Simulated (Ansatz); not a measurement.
Start from `[OH][GeH]([SH])[SeH]` and change one atom or group to get `[OH][GeH]([SH])[CH2]F`.

Ansatz, PBE0-D4/def2-TZVP geometries, multiplicity 1. Each molecule was computed in one conformer, which needn't be the lowest.

Scalar relativity is left out up to krypton.

```tsv
property	`[OH][GeH]([SH])[SeH]`
HOMO energy (PBE0/def2-TZVPP) / eV	-7.36
LUMO energy (B3LYP/def2-TZVPP) / eV	-1.06
HOMO energy (B3LYP/def2-TZVPP) / eV	-7.11
LUMO energy (ωB97M-V/def2-TZVPP) / eV	1.14
LUMO energy (PBE0/def2-TZVPP) / eV	-0.77
HOMO–LUMO gap (B3LYP/def2-TZVPP) / eV	6.05
```

Q: What does the change do to each property? (Best estimate.)

A: The calculation gave: 
| property | `[OH][GeH]([SH])[CH2]F` | shift |
| --- | --- | --- |
| HOMO energy (PBE0/def2-TZVPP) / eV | -7.61 | -0.25 |
| LUMO energy (B3LYP/def2-TZVPP) / eV | -0.22 | 0.84 |
| HOMO energy (B3LYP/def2-TZVPP) / eV | -7.36 | -0.25 |
| LUMO energy (ωB97M-V/def2-TZVPP) / eV | 1.84 | 0.70 |
| LUMO energy (PBE0/def2-TZVPP) / eV | 0.09 | 0.86 |
| HOMO–LUMO gap (B3LYP/def2-TZVPP) / eV | 7.14 | 1.09 |

With PBE0 the HOMO falls by 0.25 eV and the LUMO rises by 0.86 eV, so the gap widens by about 1.11 eV. PBE moves the HOMO by -0.16 eV and ωB97M-V by -0.30 eV.

B3LYP here is the variant with VWN-RPA as its local correlation; programs differ in this.

Spin–orbit coupling is left out; it splits and shifts lone-pair levels of the heavy atoms by tenths of an eV.
